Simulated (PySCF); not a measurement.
# Checking a proposed structure

A compound C$_{5}$H$_{5}$ClO gives the data below (simulated from a calculation) and was assigned the structure `Cc1occc1Cl`.

13C{1H} NMR (computed): δ 189.0 (C), 165.6 (CH), 158.8 (C), 48.5 (CH2), 44.9 (CH2).

1H NMR (300 MHz, computed): δ 8.45 (t, 1H), 4.21 (s, 2H), 3.15 (m, 2H).

PySCF 2.14 calculation with GIAO PBE0/pcSseg-1 shieldings and GFN2-xTB geometry; averaged over atoms made equivalent by symmetry, fast rotation or ring inversion, a single conformation, non-relativistic Hamiltonian, in vacuum.

δ = σ(ref) − σ, references computed at the same level: TMS for 1H (σref 31.72) and 13C (σref 186.93).

(1) Compare with the shifts computed for the proposed structure, pairing carbons in order of shift.

(2) Which isomer fits?

Results:

(1) Mapped SMILES: `[CH3:1][c:2]1[o:3][cH:4][cH:5][c:6]1[Cl:7]` (H(Xn): hydrogen on atom n).

```
atom  computed for proposal  given list  difference
  C2                  153.7       189.0       -35.3
  C4                  144.0       165.6       -21.6
  C6                  125.0       158.8       -33.8
  C5                  119.7        48.5       +71.2
  C1                   13.5        44.9       -31.4
```

The rms difference is 42.2 ppm and the largest +71.2 ppm at C5 (aromatic CH). The carbon types in order of shift don't match either: C, CH, C, CH, CH3 for the proposal against C, CH, C, CH2, CH2 in the data. The proposal doesn't fit.

(2) `O=C1CC=C1CCl`.

1. Carbon types of the structure: 2 × C, 1 × CH, 2 × CH2, which accounts for all hydrogens.
2. δC 189.0: ketone carbonyl carbon; the double bond to the heteroatom, with no lone-pair donor beside it, deshields it most.
3. δC 165.6: β carbon of a C=C–C=O unit; conjugation with the carbonyl draws π density from the β position.
4. δC 158.8: α carbon of a C=C–C=O unit; as expected for a trigonal carbon in a double bond.
5. δC 48.5: sp3 CH2 α to a carbonyl; α to the electron-withdrawing carbonyl group.

The shifts were computed for this structure.

Carbons that carry Cl, above all several Cl atoms, come out too deshielded, partly because spin–orbit coupling is missing. Shifts are as computed. Against solution values, carbons near 30 ppm lie about +3 ppm off and those near 130 ppm about +5 ppm; carbons on Cl a further +6 ppm. Of 1211 compounds with measured shifts, 218 miss one by over three times the rms of a fit or turn the order of signals round; such compounds aren't used in these exercises. No couplings were computed; multiplicities are counted from neighbouring protons, with m where these are inequivalent, close in shift, in a saturated or five-membered ring or joined by F or P, and br s for small geminal =CH2 splittings.
